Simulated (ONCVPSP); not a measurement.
**Which change was made? (F, ONCV)**

| Quantity | Value |
| --- | --- |
| Element | F |
| Generator | ONCVPSP 4.0.1 |
| Type | optimised norm-conserving Vanderbilt (ONCV) |
| Functional | PBE |
| Relativity | non-relativistic |
| Frozen core | [He] |
| Valence charge | 7 |
| Reference configuration | 2s2 2p4 (charge +1) |
| Partial waves | 2s: rc 0.85 bohr, ncon 5, nbas 9, qcut 7.9 1/bohr, 3 projectors, debl 1.9 Ha; 2p: rc 1.40 bohr, ncon 3, nbas 6, qcut 12.1 1/bohr, 2 projectors, debl 4 Ha |
| Local potential | polynomial inside 0.75 bohr (lpopt 1, dvloc0 2 Ha) |
| Core correction | none |

Cutoffs, loose and tight: the cutoffs (Ha) at which the residual kinetic energy of the hardest occupied pseudo-wave falls to 1 and 0.1 mHa per electron. They do not see the model core or the augmentation charge, which bear on the density cutoff. Test errors are all-electron minus pseudo excitation energies from the reference, over the configurations 2s2 2p5; 2s2 2p3; 2s2 2p2; 2s1 2p6; variants that change the core or the reference have their own tests.

The base gives: outcome: generated; cutoff, loose: 216 Ha; cutoff, tight: 299 Ha; bound ghosts: s; GHOST(+) flags above zero: none; largest test error (meV): +533.

After one change the result is: outcome: generated; cutoff, loose: 39 Ha; cutoff, tight: 87 Ha; bound ghosts: none; GHOST(+) flags above zero: s; largest test error (meV): +577. Which change was it?
A. s: rc 1.08
B. s: rc 0.88
C. s: rc 1.18

C. The others give: s: rc 0.88 → outcome: generated; cutoff, loose: 155 Ha; cutoff, tight: 277 Ha; bound ghosts: s; GHOST(+) flags above zero: none; largest test error (meV): +536 | s: rc 1.08 → outcome: generated; cutoff, loose: 39 Ha; cutoff, tight: 165 Ha; bound ghosts: s; GHOST(+) flags above zero: none; largest test error (meV): +563.
